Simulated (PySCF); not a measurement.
# Assignment exercise: C$_{4}$H$_{7}$Cl$_{2}$NSi

Numbering as in the mapped SMILES `[CH2:1]=[CH:2][Si@H:3]([N:4]=[CH2:5])[CH:6]([Cl:7])[Cl:8]`. Hydrogens are named by the atom that carries them. Ha(C1), Ha(C5) are cis to Si3; Hb(C1), Hb(C5) are trans to Si3.

No relativistic terms, no solvent, single conformer. GIAO PBE0/pcSseg-1 shieldings; coordinates at the GFN2-xTB level; PySCF 2.14.0 with density-fitted response routines.

Shifts are taken against calculated references (same method and geometry level): TMS for 13C, 1H.

**Question.** Assign these signals to the numbered atoms. 13C{1H} NMR (computed): δ 179.0 (CH2), 144.9 (CH2), 138.6 (CH), 72.4 (CH).

**Answer.** 
| δ (ppm) | atoms | environment | reason |
| --- | --- | --- | --- |
| 179.0 | C5 | C=N carbon | – |
| 144.9 | C1 | terminal =CH2 carbon | the olefinic region |
| 138.6 | C2 | alkene CH | an sp2 carbon of a C=C bond |
| 72.4 | C6 | sp3 CH bonded to 2 Cl and Si | 2 electronegative neighbours deshield it |

**Question.** Assign these signals to the numbered atoms. 1H NMR (300 MHz, computed): δ 8.92 (m, 1H), 8.87 (m, 1H), 6.61 (m, 1H), 6.53 (m, 1H), 5.94 (m, 1H), 5.64 (d, 1H), 5.05 (m, 1H).

**Answer.** 
8.92 → Ha(C5), hydrogen on a C=N carbon
8.87 → Hb(C5), hydrogen on a C=N carbon
6.61 → Hb(C1), hydrogen on a terminal =CH2 carbon: a vinylic proton, deshielded by the sp2 carbon and the C=C anisotropy
6.53 → H(C2), hydrogen on an alkene CH: attached to an sp2 carbon and in the plane of the double bond
5.94 → Ha(C1), hydrogen on a terminal =CH2 carbon: olefinic region
5.64 → H(C6), hydrogen on an sp3 CH bonded to 2 Cl and Si: its carbon carries Cl, hence the downfield position
5.05 → H(Si3), hydrogen on a silicon bonded to 2 C, N

Ha(C5) and Hb(C5); Hb(C1) and H(C2) lie closer than the usual error of such a calculation, so a measured spectrum could show them in the other order.

Carbons that carry Cl, above all several Cl atoms, come out too deshielded, partly because spin–orbit coupling is missing. Shifts are as computed. Against solution values, carbons near 30 ppm lie about +3 ppm off and those near 130 ppm about +5 ppm; carbons on Cl a further +6 ppm. Of 1211 compounds with measured shifts, 218 miss one by over three times the rms of a fit or turn the order of signals round; such compounds aren't used in these exercises. Multiplicities follow the n + 1 count of equivalent neighbours, as no J values were calculated; m marks all less simple cases, F and P coupling included.
